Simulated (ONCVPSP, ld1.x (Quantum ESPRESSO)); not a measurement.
**Hardness and transferability of assorted potentials**

Generated with ld1.x 7.5 (TM, RRKJ, ultrasoft, PAW), atompaw 4.2 or ONCVPSP 4.0.1. The cutoff is in Ry: for ld1.x and atompaw files where the sum of valence levels is converged to 10 mRy in a Bessel basis, for ONCV files where the hardest occupied wave has 1 mHa per electron of residual kinetic energy. The error is the largest all-electron minus pseudo excitation energy over each file’s own four to seven test configurations (ionisations up to +4, promotions, holes and added fractions of an electron), all of which were solved. The labels leave out finer settings (local radius, basis sizes, second energies), which also bear on the numbers. Spin-polarised tests are not counted. The rows are a selection from randomly drawn settings: files with unsolved tests, undetermined cutoffs or missed reference levels are left out.

A true bound ghost makes a file unfit for plane-wave use even where its test errors are small: the radial tests pick states by their node count and pass the ghost by.

```csv
element,potential,cutoff (Ry),largest error (meV),bound ghosts
B,"ONCV, PBEsol, non-relativistic, rc 1.20/3.40/3.50 (spd), local smoothed, core correction yes, reference 2s2 2p0.75, qcut 5.5/3.1/2.8, projectors 2/1/2",24,+460,none
Ca,"ONCV, PBE, scalar-relativistic, rc 2.20/1.35/2.10/2.15 (spdf), local smoothed, core correction yes, reference 3s2 3p6 4s1.5, qcut 7.5/7/5.8/6.3, projectors 2/1/3/1",27,+6.2,none
Cr,"ONCV, PBEsol, fully relativistic, rc 1.20/1.10/2.05 (spd), local smoothed, core correction no, reference 3s2 3p6 3d5 4s0.5, qcut 11.5/15.3/6, projectors 2/2/2",112,+49,none
Fe,"ONCV, LDA (Perdew-Wang 92), scalar-relativistic, rc 1.60/1.25/1.20 (spd), local d, core correction yes, reference 3s2 3p6 3d6 4s1, qcut 6.2/9.3/14.4, projectors 2/2/0",145,-17,none
Cu,"ONCV, PBE, fully relativistic, rc 1.15/0.70/1.45 (spd), local smoothed, core correction no, reference 3s2 3p6 3d9 4s2, qcut 11.1/11.8/13.1, projectors 2/3/3",198,+41,"p3/2, p1/2"
Cd,"RRKJ, BLYP, scalar-relativistic, rc 2.50/2.90/1.90/2.80 (spdf), local smoothed, core correction yes, reference 4d10 5s2 5p0",50,-77,none
Cd,"TM, LDA (PZ), scalar-relativistic, rc 2.15/2.20/1.75 (spd), local s, core correction yes, reference 4d10 5s1.5 5p0",70,-978,none
Lu,"ONCV, LDA (Perdew-Zunger), scalar-relativistic, rc 1.95/1.60/2.90/1.20 (spdf), local smoothed, core correction yes, reference 4f13 5s2 5p6 5d2 6s2, qcut 7.8/8.9/6.5/15.2, projectors 2/1/1/2",193,+67,none
```

Problem. Fill in the row for Mo: ONCV, PBE, scalar-relativistic, rc 1.55/1.60/1.70 (spd), local smoothed, core correction no, reference 4s2 4p6 4d5 5s1, qcut 6.2/9.7/5.2, projectors 2/2/2.

Solution. cutoff 73 Ry, largest error +5.6 meV, bound ghosts: none.
